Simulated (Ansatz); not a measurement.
C3H8BGa, relaxed with RKS PBE-D4/def2-SVP in Ansatz from a rough embedded geometry. The force threshold is 0.03 eV/Å; the program also tests the step.

The species carries charge 0 and has multiplicity 1.

Start:

```xyz
13

C    -1.576    0.540   -0.131
C    -0.462   -0.237    0.451
B     0.834    0.687    0.633
C     1.631   -0.319   -0.428
Ga    0.663   -1.655    0.208
H    -1.902    1.395    0.598
H    -1.362    0.958   -1.102
H    -2.508   -0.132   -0.200
H    -0.770   -0.693    1.405
H     1.081    1.655    1.165
H     1.863    0.370   -1.342
H     2.528   -0.676    0.012
H    -0.020   -1.892   -1.272
```

Question: How much energy does the relaxation release, and in how many steps? (Estimate.)

Answer: Ansatz gave: 168.29 kcal/mol, in 25 steps.

Question: Which bonds change most? (An estimate is asked.)

Answer: Computed: C4–Ga5 from 1.768 to 2.013 Å; C2–Ga5 from 1.826 to 2.064 Å; B3–H10 from 1.132 to 1.224 Å.

Question: Give the relaxed structure. (Estimate.)

Answer: Ansatz gave: 
```xyz
13

C    -1.890    0.661    0.296
C    -0.510    0.039    0.375
B     0.838    0.729    0.044
C     2.044   -0.288   -0.009
Ga    0.505   -1.288   -0.837
H    -2.149    1.198    1.234
H    -1.937    1.408   -0.523
H    -2.696   -0.080    0.116
H    -0.426   -0.722    1.202
H     0.865    1.797   -0.553
H     2.990   -0.054   -0.527
H     2.239   -0.887    0.909
H     0.126   -2.515   -1.728
```
